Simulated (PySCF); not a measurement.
Atom-mapped SMILES (the numbers label the heavy atoms): `[CH3:1][B-:2]([CH3:3])([CH3:4])[CH3:5]`. Hydrogens are named by the atom that carries them.

Geometry: PBE0-D3(BJ)/def2-SVP; GIAO shifts from PySCF, gas phase, non-relativistic, averaged over equivalent atoms.

At CAM-B3LYP/pcSseg-1 (145 basis functions, 11 s wall time on 1 thread of an x86-64 server CPU, shared host):
```tsv
atoms	δ (ppm)
C1/C3/C4/C5	17.4
B2	-26.5
H(C1)/H(C3)/H(C4)/H(C5)	-0.73
```

Chemical shifts δ = σref − σ; 13C (σref 182.45), 1H (σref 31.33) against TMS; BF3·OEt2 for 11B (σref 99.35), all at this level.

Estimate the result of repeating the calculation with PBE0/aug-cc-pVDZ.

Results:


| atoms | δ at PBE0/aug-cc-pVDZ | change |
| --- | --- | --- |
| C1/C3/C4/C5 | 16.8 | -0.6 |
| B2 | -23.6 | +2.9 |
| H(C1)/H(C3)/H(C4)/H(C5) | -0.80 | -0.07 |

δ = σ(ref) − σ, references computed at the same level: TMS for 13C (σref 195.12) and 1H (σref 31.39); 11B (σref 110.17) against BF3·OEt2.

The largest change is at B2 (boron bonded to 4 C). Cost: 223 basis functions, 24 s wall time on 1 thread of an Arm Neoverse V1, shared host.

A carbon bonded to boron is broadened by the quadrupolar boron nucleus and is often missing from a measured spectrum.
